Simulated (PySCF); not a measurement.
C2H6N, SMILES C[N]C, multiplicity 2.

Geometry: PBE0-D3(BJ)/def2-TZVP. The isomer is the one that the SMILES or the coordinates give; other isomers of the formula were not compared.

All values below come from CAM-B3LYP/def2-TZVPD (PySCF).

Isolated molecule, no solvent.

Computed frontier levels, dipole moment and polarisability:
```json
{
  "α spin, highest occupied and lowest empty level": "-8.59 and 0.95 eV",
  "β spin, highest occupied and lowest empty level": "-8.66 and -0.91 eV",
  "dipole_moment": "0.373 e·Å",
  "quadrupole, principal values (traceless, Buckingham form, about the centre of nuclear charge)": "-3.54, 0.50, 3.04 D·Å",
  "mean_static_polarisability": "36.7 bohr³ (5.44 Å³)",
  "polarisability_principal_values": "32.2, 35.4, 42.5 bohr³",
  "⟨S²⟩": "0.755 (pure state 0.75)"
}
```
